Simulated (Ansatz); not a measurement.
`O[SiH2]/C(O)=C\Cl` + `[CH3][InH][SH]` → `[CH3][In]([SH])[SiH2]O` + `O/C=C\Cl`  (formal exchange of groups at the Si–C bond)

Gas-phase electronic energies from Ansatz, PBE0-D4/def2-TZVP geometries. CBS: MP2 limit from def2 TZ/QZ plus the TZ coupled-cluster correction, frozen cores. Double bonds are as drawn, so ΔE can hold a change between cis and trans. DFT in def2-TZVPP. B3LYP here is the variant with VWN-RPA as its local correlation; programs differ in this. Elements past krypton have def2 core potentials. For In outer-core shells are correlated without core-valence functions, which leaves a few kJ/mol of doubt a bond. Each species was taken in one conformer, which may not be the lowest.

```json
{"level": "r2SCAN-D4", "ΔE (kJ/mol)": "-32.8"}
{"level": "PBE0-D4", "ΔE (kJ/mol)": "-36.3"}
{"level": "B3LYP-D4", "ΔE (kJ/mol)": "-32.5"}
{"level": "B2PLYP", "ΔE (kJ/mol)": "-33.1"}
{"level": "B3LYP", "ΔE (kJ/mol)": "-36.8"}
{"level": "CCSD(T)/def2-TZVPP", "ΔE (kJ/mol)": "-28.6"}
{"level": "MP2/def2-QZVPP", "ΔE (kJ/mol)": "-31.6"}
{"level": "MP2/CBS(def2)", "ΔE (kJ/mol)": "-32.9"}
```

**Question.** What does CCSD(T)/CBS give? (Best estimate.)

**Answer.** Computed: -31.6 kJ/mol. The listed levels differ from it by -1.2, -4.7, -0.9, -1.5, -5.2, 3.0, 0.0, -1.3 kJ/mol.

Largest T1 diagnostic among the species: 0.013.

The D4 term adds +4.2 kJ/mol with B3LYP and +2.0 kJ/mol with PBE0; it sums over pairs of atoms, weighted by their polarisabilities, and B3LYP, whose exchange is more repulsive, gets the larger term. From PBE to PBE0 (25 % exact exchange), in def2-TZVPP and without D4, ΔE moves by +3.1 kJ/mol.
